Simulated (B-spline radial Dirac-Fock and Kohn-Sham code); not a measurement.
Magnetic form factor of the 3d shell of Tb⁴²⁺

System: the Tb⁴²⁺ ion, [Ar] 3d5.

The run's input, task.json:

```json
{"items": [{
  "Z": 65,
  "q": 42,
  "cfg": [[1, 0, 2], [2, 0, 2], [2, 1, 6], [3, 0, 2], [3, 1, 6], [3, 2, 5]],
  "A": 159,
  "rrms": 5.06,
  "do": ["scatter"],
  "s": [0.0, 0.05, 0.1, 0.15, 0.2, 0.25, 0.3, 0.35, 0.4, 0.45, 0.5, 0.6, 0.7, 0.8, 0.9, 1.0, 1.1, 1.2, 1.4, 1.6, 1.8, 2.0, 2.5, 3.0, 3.5, 4.0, 5.0, 6.0],
  "pz": [0, 0.1, 0.13, 0.18, 0.24, 0.32, 0.43, 0.58, 0.78, 1.0, 1.4, 1.9, 2.5, 3.4, 4.5, 6.0, 8.1, 11.0, 15.0, 19.0, 26.0],
  "hv_scatter": [5000, 8047.8, 20000, 30000, 50000, 200000, 500000, 1000000]
}]}
```

Launch: `python xray_run.py task.json out`

Model: relativistic Hartree-Fock (Dirac-Fock) wave functions, averaged over the configuration. Program: a radial B-spline solver. ⟨j_K⟩ is the integral of the 3d radial density with the spherical Bessel function j_K(4πsr), s = sin θ/λ.

```
s (Å⁻¹)    ⟨j0⟩    ⟨j2⟩    ⟨j4⟩
      0  1.0000  0.0000  0.0000
   0.05  0.9991  0.0003  0.0000
    0.1  0.9966  0.0014  0.0000
   0.15  0.9923  0.0031  0.0000
    0.2  0.9864  0.0054  0.0000
   0.25  0.9788  0.0084  0.0000
    0.3  0.9696  0.0121  0.0001
   0.35  0.9589  0.0163  0.0001
    0.4  0.9466  0.0211  0.0002
   0.45  0.9330  0.0264  0.0003
    0.5  0.9179  0.0322  0.0004
    0.6  0.8840  0.0452  0.0009
    0.7  0.8455  0.0596  0.0016
    0.8  0.8032  0.0750  0.0027
    0.9  0.7577  0.0912  0.0041
      1  0.7100  0.1076  0.0060
    1.1  0.6606  0.1239  0.0083
    1.2  0.6104  0.1397  0.0112
    1.4  0.5102  0.1686  0.0185
    1.6  0.4140  0.1924  0.0278
```

Radial moments of the shell: ⟨r²⟩ = 0.04651, ⟨r⁴⟩ = 0.003650, ⟨r⁶⟩ = 0.0004346 in powers of bohr.

Values without a named source are computed, but for edge energies of neutral atoms, which are taken from tables.
